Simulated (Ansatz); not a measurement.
[GeF3]- (GeF3⁻). Total charge -1; triplet. Geometry r2SCAN-D4/def2-TZVPD, that of the charge -1 singlet; atoms count from 1.

```xyz
4

Ge    0.653    0.079    0.282
F     0.372    0.159   -1.510
F    -0.712    1.201    0.704
F    -0.313   -1.439    0.524
```

The highest occupied level of the charge -1 triplet lies above zero (up to 2.20 eV). By energy differences it is unbound by 0.42 eV (vertical, against the charge 0 doublet, at PBE0-D4/def2-TZVPD) and held by the finite basis. At PBE0-D4/def2-TZVPD a singlet of charge -1 lies 4.62 eV below the triplet at the same geometry.

(1) Estimate the Mulliken populations from the PBE0/def2-TZVPD orbitals of Ansatz.

(2) Where does the spin sit?

(3) And the Mayer bond orders between heavy atoms (over 0.3)?

Results:

(1) 
```tsv
atom	charge (e)	spin (α − β)
Ge1	0.52	1.50
F2	-0.49	0.16
F3	-0.49	0.16
F4	-0.55	0.18
```
Mulliken values depend strongly on the basis. With diffuse functions, as here, like atoms can get unlike values, and bond orders can come out too low or too high.

(2) Summed by element: Ge 1.50, F 0.50, of 2 unpaired in all. Largest on single atoms: Ge1 1.50, F4 0.18, F2 0.16.

(3) Ge1–F2 0.80 (1.82 Å); Ge1–F3 0.80 (1.82 Å); Ge1–F4 0.94 (1.82 Å).
